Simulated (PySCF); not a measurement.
**K: ionisation energy**

K [Ar] 4s1 (2S) → K⁺ [Ar] (1S), as a difference of total energies. All numbers are calculated (PySCF 2.14, scalar relativity by spin-free X2C-1e, in Sapporo-DKH3-DZP-2012). The calculations carry no spin-orbit coupling.

```json
{"method": "UHF", "ionisation energy (eV)": "4.023"}
{"method": "TPSS", "ionisation energy (eV)": "4.264"}
{"method": "r2SCAN", "ionisation energy (eV)": "4.260"}
```

For comparison: 4.341 eV (measured; NIST Atomic Spectra Database, ionization energies).
